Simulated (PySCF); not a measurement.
## GaCl at PW91

Level: PW91. Ga cc-pVDZ-PP with ECP10, Cl cc-pV(D+d)Z; scalar-relativistic core potentials (PySCF 2.14).

For GaCl, the state is ¹Σ⁺ (singlet), closed shell, the bond length is 2.264 Å and the harmonic wavenumber is 347 cm⁻¹. The force constant is 1.64 mdyn/Å, the rotational constant Be is 0.1418 cm⁻¹ and the anharmonicity ωexe is 1.09 cm⁻¹. The vibration–rotation constant αe is 0.000690 cm⁻¹, the well depth De to Ga + Cl is 4.90 eV and the dissociation energy D0 is 4.88 eV. The HOMO–LUMO gap is 4.16 eV, the bond order (Mayer) is 1.16 and the dipole moment (positive dipole means Ga(−)Cl(+)) is -2.58 D.
